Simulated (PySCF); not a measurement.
CAgO, SMILES [Ag][C+]=O, charge +1, multiplicity 1.

Coordinates come from a PBE0-D3(BJ)/def2-TZVP optimisation. The spin state was assumed, not searched. The def2 effective core potentials stand for the cores of Ag; spin–orbit coupling is left out.

Calculation: PySCF with TDA-ωB97X/def2-TZVPD.

Vertical excitations; the highest root listed may be one member of a degenerate set. The molecule is in vacuum. State labels are in the subgroup C2v.

Computed UV-visible absorptions:
```tsv
state	symmetry	energy (eV)	λ (nm)	f	main pairs
S1	A1	5.47	227	0.003	HOMO→LUMO 95 %
S2	A2	5.98	207	0.000	HOMO−1→LUMO (degenerate set)
S3	A1	5.98	207	0.000	HOMO−2→LUMO (degenerate set)
S4	B1	6.17	201	0.005	HOMO−4→LUMO (degenerate set)
S5	B2	6.17	201	0.005	HOMO−3→LUMO (degenerate set)
S6	B2	7.41	167	0.072	HOMO→LUMO+2 (degenerate set)
S7	B1	7.41	167	0.072	HOMO→LUMO+1 (degenerate set)
S8	B1	8.25	150	0.000	HOMO−2→LUMO+1, HOMO−1→LUMO+2 (degenerate set)
S9	B2	8.25	150	0.000	HOMO−2→LUMO+2, HOMO−1→LUMO+1 (degenerate set)
S10	A2	8.29	150	0.000	HOMO−3→LUMO+1 48 %, HOMO−4→LUMO+2 48 %
T1	A1	4.90	253	0	HOMO→LUMO 95 %
T2	A2	5.64	220	0	HOMO−1→LUMO (degenerate set)
T3	A1	5.64	220	0	HOMO−2→LUMO (degenerate set)
T4	B2	5.78	215	0	HOMO−3→LUMO 97 %
```
Triplets are in the Tamm–Dancoff approximation.
